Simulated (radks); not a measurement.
Minus the highest occupied eigenvalue as an estimate of the ionisation energy, Mn20+ to Mn24+. The LB94 potential has the -1/r tail that LDA and GGA lack but no energy functional. Calculated with a radial shooting solver on a logarithmic mesh with Libxc functionals: Dirac Kohn-Sham, LB94 model potential, spin-unpolarised, spherical densities, finite nucleus; open shells fill j = l - 1/2 first; Fermi nuclear charge, rms radius 3.7057 fm.

Mn20+: configuration [He] 2s2 2p1; HOMO 2p1/2; -e(HOMO) (eV) 1626.9; <r> (bohr) 0.218; IE, NIST (eV) 1643; kind semi-emp.
Mn21+: configuration [He] 2s2; HOMO 2s1/2; -e(HOMO) (eV) 1780.1; <r> (bohr) 0.253; IE, NIST (eV) 1789; kind semi-emp.
Mn22+: configuration [He] 2s1; HOMO 2s1/2; -e(HOMO) (eV) 1870.4; <r> (bohr) 0.250; IE, NIST (eV) 1879.9; kind theory
Mn23+: configuration [He]; HOMO 1s1/2; -e(HOMO) (eV) 8094.8; <r> (bohr) 0.0603; IE, NIST (eV) 8140.8; kind theory
Mn24+: configuration 1s1; HOMO 1s1/2; -e(HOMO) (eV) 8467.6; <r> (bohr) 0.0596; IE, NIST (eV) 8572.0; kind theory

Reference values: NIST Atomic Spectra Database (exp. = measured, semi-emp. = semi-empirical, theory = theoretical value adopted there). Spin polarisation and multiplet splitting are left out.

Beside tabulated values, note that spin-unpolarised runs miss the spin-polarisation part of the exchange energy of open shells.
